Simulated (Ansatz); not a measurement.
`N[Si](O)(Cl)Cl` + `[OH]`• → `N[Si]([O])(Cl)Cl`• + H₂O  (hydrogen abstraction from the O–H bond)

Program: Ansatz. Geometries: PBE0-D4/def2-TZVP. ΔE: electronic, gas phase. CCSD(T)/CBS is the MP2 limit (def2-TZVPP, def2-QZVPP) plus CCSD(T) − MP2 in def2-TZVPP, frozen cores. This one scheme is used for every species. Functionals use def2-TZVPP. Open shells (•) are unrestricted, without spin–orbit coupling. One conformer a species, not always the lowest.

Task: Is it downhill or uphill in electronic energy at CCSD(T)/CBS, and by how much? (An estimate is asked.)

Result: Ansatz gave: Uphill: ΔE = +0.12 eV.

Task: What do these levels give: r2SCAN-D4, PBE, r2SCAN, PBE0, MP2/def2-TZVPP, MP2/def2-QZVPP? (An estimate is asked.)

Result: Ansatz gave: r2SCAN-D4 -0.13, PBE -0.38, r2SCAN -0.14, PBE0 -0.02, MP2/def2-TZVPP 0.30, MP2/def2-QZVPP 0.29 eV.

Largest T1 diagnostic among the species: 0.024.

From PBE to PBE0 (25 % exact exchange), in def2-TZVPP and without D4, ΔE moves by +0.36 eV. In def2-TZVPP, CCSD(T) changes the Hartree–Fock value by −0.22 eV (the triples alone add −0.05 eV) and MP2 by −0.07 eV.
